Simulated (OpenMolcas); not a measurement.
Ag2+: effect of the metal basis

Ag2+ with its 6 nearest oxide ions at 2.35 Å, on the Ca site of CaO (a = 4.8105 Å, distance in the model lattice 2.405 Å). The rest of the host is ab initio model potentials to 7.6 Å and point charges beyond; the distance is set by hand and nothing relaxes.

- Program: OpenMolcas 26.06
- Method: SS-CASPT2, IPEA 0.25 Eh, imaginary shift 0.1 Eh (closed shells correlated: 4s 4p and the ligand valence shells)
- Spin-orbit coupling: state interaction with AMFI integrals over the reference wave functions

Fixed: ligand basis ANO-RCC-VDZP, active space 9 electrons in 5 orbitals (4d), DKH2 Hamiltonian.

States (labels of O, the rotations of Oh). Energies in cm-1 above the lowest state or level, χT in cm3 K/mol; 10Dq is the gap between the two states.

```csv
Run,Metal basis,Ground state,First state of that spin,10Dq,First gap with spin-orbit (degeneracies),χT at 300 K,Cost
A,ANO-RCC-VDZP,2E,2T2 17460,17464,"16020 (4, 2)",0.482,roughly 9 core-seconds
B,ANO-RCC-VTZP,2E,2T2 17010,17009,"15580 (4, 2)",0.490,roughly 25 core-seconds
```

Against A, |10Dq| changes by -2.6 % in B.

Costs are those of the CASPT2 steps.

Roots that are degenerate in the reference are averaged as groups; the widest CASPT2 spread within a group is 230 cm-1 (the 3-fold group of multiplicity 2 near 17000 cm-1 above the lowest state of its run, B). Shifts and gaps below about the spread of the groups concerned are not significant. Over all roots computed the reference weight is 0.70 in A, 0.69 in B; a low but even weight reflects the number of correlated electrons. An orbital doublet at a regular site is open to a Jahn-Teller distortion, which this geometry leaves out. Ligand-to-metal charge-transfer states are missing. With one d shell and no ligand orbital active, 10Dq can be off by a tenth or more. The least metal-like active orbital is 76 % on the metal (Löwdin) and no ligand orbital is active, so the numbers are rough (holds for A). The least metal-like active orbital is 80 % on the metal (Löwdin) and no ligand orbital is active, so the numbers are rough (holds for B). No measured value stands beside these numbers; the geometry was set by hand and not optimised.
